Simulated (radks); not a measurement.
Results of a calculation; reference values are marked as such.
Excited configurations of Eu+: one electron is placed in a higher orbital outside [Xe] 4f7. The ground configuration is [Xe] 4f7 6s1. Level of theory: scalar-relativistic Kohn-Sham, LDA (Slater exchange, Perdew-Wang correlation), spin-unpolarised, spherical densities, point nucleus (a radial shooting solver on a logarithmic mesh with Libxc functionals). Excitation = E - E(ground); binding = E(ion) - E, where the ion is the core of charge +2; n* = 2/sqrt(2 binding) in atomic units, and the quantum defect is n - n*.

| outer orbital | excitation (eV) | binding (eV) | n* | <r> (bohr) |
|---|---|---|---|---|
| 5d | 1.599 | 9.837 | 2.352 | 2.957 |
| 5f | 7.944 | 3.492 | 3.948 | 8.720 |
| 6p | 3.324 | 8.112 | 2.590 | 4.820 |
| 6d | 6.763 | 4.673 | 3.413 | 7.620 |
| 6f | 9.088 | 2.348 | 4.815 | 14.93 |
| 7s | 6.020 | 5.416 | 3.170 | 7.852 |
| 7p | 7.130 | 4.306 | 3.555 | 9.428 |
| 7f | 9.764 | 1.672 | 5.705 | 22.55 |

The Delta-SCF ionisation energy is 11.436 eV (NIST Atomic Spectra Database: 11.24 eV, semi-empirical). Self-interaction in the functional shifts the binding energies and quantum defects, so they are the method's values and not measured ones. Spin polarisation and multiplet splitting are left out, so open shells lie too high by an amount that depends on their filling. Spin-orbit splitting is averaged out at the scalar-relativistic level.

Beside tabulated values, note that spin-unpolarised runs miss the spin-polarisation part of the exchange energy of open shells.
